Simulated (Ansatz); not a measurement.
```yaml
crystal:
  periodic: [true, true, true]
  atoms:
    - {symbol: Si, position_ang: [-0.499682, 2.264456, -1.003416]}
    - {symbol: C, position_ang: [-0.539953, 0.668972, -0.095644]}
    - {symbol: C, position_ang: [0.401668, -0.288283, -0.201105]}
    - {symbol: Si, position_ang: [0.302555, -1.929150, 0.669943]}
    - {symbol: H, position_ang: [0.860825, 2.602782, -1.497714]}
    - {symbol: H, position_ang: [-1.141977, 3.387813, -0.273200]}
    - {symbol: H, position_ang: [-1.418487, 0.465059, 0.518038]}
    - {symbol: H, position_ang: [1.274291, -0.087586, -0.824688]}
    - {symbol: H, position_ang: [-0.954584, -1.974974, 1.462091]}
    - {symbol: H, position_ang: [0.312465, -3.049840, -0.310120]}
    - {symbol: H, position_ang: [1.468179, -2.116149, 1.576417]}
basis:
  gaussian: {orbitals: x2c-TZVPPall}
magnetization: {spin_polarized: true, initial_magnetization: 1}
hamiltonian: {xc: {name: B3LYP}}
accuracy: high
```

```sh
$ ansatz run in.yaml --threads 4 --pin off --events-out ev --progress --plain --max-ram 10444MiB
```

It prints (some lines left out):

```
Error: YAML parse error: error: line 2 column 3: crystal: missing field `lattice` (a structure is typed as `lattice` and `atoms`, a molecule's as `atoms` in Å alone, or read from a run's directory, `checkpoint`)
 --> <input>:2:3
1 | crystal:
2 |   periodic: [true, true, true]
3 |   atoms:
4 |     - {symbol: Si, position_ang: [-0.499682, 2.264456, -1.003416]}
```

In this input the molecule is marked periodic without a cell. The program refused the input.
